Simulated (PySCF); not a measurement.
## How methods differ on the excitation energy of Br²⁺

Br²⁺ [Ar] 3d10 4s2 4p3 (4S) → Br²⁺ [Ar] 3d10 4s1 4p4 (4P), as a difference of total energies. Computed with PySCF 2.14 in x2c-TZVPPall, with scalar relativity by spin-free X2C-1e. Correlated levels: valence: [Ar] 3d10 frozen; valence and next inner shell: [Ne] frozen. The calculations carry no spin-orbit coupling.

| method | excitation energy (eV) |
| --- | --- |
| UHF | 13.157 |
| LDA | 13.501 |
| PBE | 13.361 |
| PBE0 | 13.358 |
| r2SCAN | 13.052 |
| revPBE | 13.232 |
| B2PLYP | 13.327 |
| BP86 | 13.291 |
| M06-L | 13.349 |
| ROHF | 13.226 |
| MP2 (valence) | 13.107 |
| SCS-MP2 (valence) | 13.097 |
| MP2 (valence and next inner shell) | 13.245 |
| SCS-MP2 (valence and next inner shell) | 13.201 |

Q: How much does correlation contribute at MP2 (valence and next inner shell)?

A: 13.245 − (13.157) = 0.088 eV, measured against UHF.

A first-order spin-orbit estimate (lowest level to lowest level, LS coupling) adds -0.200 eV.
